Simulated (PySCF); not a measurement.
Calculation: PBE-D3(BJ)/def2-TZVP // PBE0-D3(BJ)/def2-TZVP (PySCF). Isolated molecules, 0 K electronic values unless said otherwise. One relaxed conformer stands for a flexible species; it need not be the lowest. Excitations are Tamm–Dancoff values on a coarser integration grid. The basis has no diffuse functions, so Rydberg states are missing or too high.

Reference species (SMILES): `OB(O)Br` (H–O–B–Br torsion -180°, Br–B–O–H torsion 180°) (neutral, multiplicity 1).

```
Item                       Value
----------------------  --------
S1 excitation (TDA)      5.83 eV
S1 oscillator strength     0.008
S1–T1 gap (TDA)          0.10 eV
LUMO                    -1.04 eV
```

Changed species: `OB(Br)Br` (H–O–B–Br torsion 0°) (1 of 3 Br replaced by OH; the reference has 2 of 3 Br replaced by OH).

Predict the effect on the S1 excitation (TDA), S1 oscillator strength, S1–T1 gap (TDA) and LUMO.

the S1 excitation (TDA) decreases by 0.38 eV, to 5.45 eV; the S1 oscillator strength is nearly the same; the S1–T1 gap (TDA) rises by 0.05 eV, to 0.15 eV; the LUMO drops by 0.61 eV, to -1.65 eV.
